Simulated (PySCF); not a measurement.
A structure optimised at PBE-D3(BJ)/def2-SVPD, used in a PySCF frequency run:

```xyz
4

B      0.0000     0.0000    -0.5619
I      1.8831     1.0872     0.0177
I     -1.8831     1.0872     0.0177
I      0.0000    -2.1744     0.0177
```
Charge -1, spin multiplicity 2.

Q: Write its SMILES, formula and point group.

A: I[B-](I)I, BI₃, C3v

Q: What are its rotational constants (standard atomic weights)?

A: 0.55931, 0.55931, 0.28075 GHz
